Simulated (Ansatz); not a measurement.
Z-matrix (Å, degrees):
```
Si
C 1 1.922
C 1 2.414 2 35.3
H 1 1.501 2 102.2 3 -61.9
H 1 1.500 2 104.5 3 44.8
C 2 1.328 1 130.2 3 165.6
O 3 1.341 1 124.0 2 -110.0
H 3 1.082 1 99.2 2 124.6
H 6 1.084 2 121.0 1 8.5
H 6 1.087 2 121.3 1 -173.1
H 7 0.965 3 108.8 1 63.2
```

Total charge 0; spin multiplicity 1.

(1) List the PBE0/def2-TZVPP orbital energies in eV (Ansatz). (Best estimate.)

## Answers

(1) The calculation gave: Occupied: -1801.96, -524.34, -280.91, -279.05, -278.90, -144.27, -98.97, -98.89, -98.88, -30.64, -22.80, -19.95, -17.45, -14.61, -14.29, -13.69, -12.40, -11.70, -11.40, -9.41, -8.76, -8.35, -5.59. Lowest empty: -1.87, -0.59, 0.77, 1.27, 1.79, 1.97, 2.43, 2.94.
